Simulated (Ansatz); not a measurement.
A structure relaxed at PBE0-D4/def2-TZVP, charge 0, multiplicity 1:

```csv
atom,x (Å),y (Å),z (Å)
C1,1.175,1.080,2.721
C2,0.592,0.577,1.781
Ti3,-0.349,-0.240,0.189
O4,-1.710,-1.192,0.719
C5,0.937,-1.418,-0.834
C6,1.726,-2.103,-1.455
C7,-0.993,1.222,-1.049
C8,-1.353,2.109,-1.798
H9,1.691,1.525,3.543
H10,-2.480,-1.752,0.640
H11,2.424,-2.698,-2.000
H12,-1.661,2.891,-2.456
```

Problem. Give its formula and SMILES.

Solution. C6H4OTi, `C#[C][Ti]([OH])([C]#C)[C]#C`.

Problem. Point group (tolerance 0.08 Å, 0.16 Å for H)?

Solution. Cs.

Problem. Summarise the bond lengths by kind.

Solution. 3 × C–C 1.215 to 1.216 Å; 3 × C–H 1.067 Å; 3 × C–Ti 2.021 to 2.022 Å; 1 × O–Ti 1.743 Å; 1 × H–O 0.956 Å.

Computed with Ansatz.
